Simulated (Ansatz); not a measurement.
Energy needed to pull apart AlHIF (SMILES [F][AlH][I]), closed shell, into free ground-state atoms, from the structure below (displaced at random from a GFN2-xTB minimum); no zero-point or spin–orbit terms; open-shell atoms are treated unrestricted, in their ground-state multiplicity.

F1  (-1.478, -0.082, 1.110)
Al2  (-0.155, 0.175, 0.110)
I3  (2.056, -0.765, 0.040)
H4  (-0.803, 0.985, -1.282)
(Å)

Computed with Ansatz 0.2.0 (basis: def2-TZVPP); correlated methods freeze the cores. Filled d shells of the heavier atoms are correlated. Core potentials replace the inner electrons of the atoms past krypton. The def2 sets are not built for correlating such inner shells, so the correlated values are less sure here.

```tsv
method	atomization energy (kJ/mol)
PBE-D4	1173
r2SCAN-D4	1177
B97M-V	1176
PBE0-D4	1147
LC-wPBE	?
wB97M-V	?
HF	872
MP2	1194
CCSD	1123
CCSD(T)	1144
```

(1) What does LC-wPBE give? (Judge from chemistry; the value comes from the calculation.)

(2) What does wB97M-V give? (Judge from chemistry; the value comes from the calculation.)

The T1 diagnostic stays at or below 0.011.

Answers

(1) The calculation gives: 1156 kJ/mol, which is about 12 kJ/mol more than CCSD(T)/def2-TZVPP.

(2) By the calculation: 1160 kJ/mol, which is about 16 kJ/mol more than CCSD(T)/def2-TZVPP.

In triple zeta the MP2 and coupled-cluster atomization energies are still short of their basis limit by a few kcal/mol a bond, whereas those of the functionals are nearly converged, so these differences are not deviations from converged CCSD(T).

For scale, one of the runs: CCSD(T)/def2-TZVPP forces, 137 basis functions (an equivalent command: `ansatz run in.yaml --threads 4`). The run took 64 s on 4 CPU threads (shared host), with 1.5 GiB of host memory at its peak.
